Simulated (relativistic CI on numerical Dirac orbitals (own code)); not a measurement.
Input to a radial Dirac CI calculation:

```
atom Be  Z=4  charge=2  electrons=2
nucleus A=9  rms_radius_fm=2.5190
hamiltonian dirac-coulomb  breit=on  qed=on  c_scale=1
orbitals kli  potential=per-configuration
slater_scale 1
correlation none
mixing on
configurations
  1s2
  1s 2p
  1p 2p
  1s 1p
end
```

Q: How did the run end?

A: The self-consistent field of one configuration failed: SCF of 1p 2p ended with code -1.
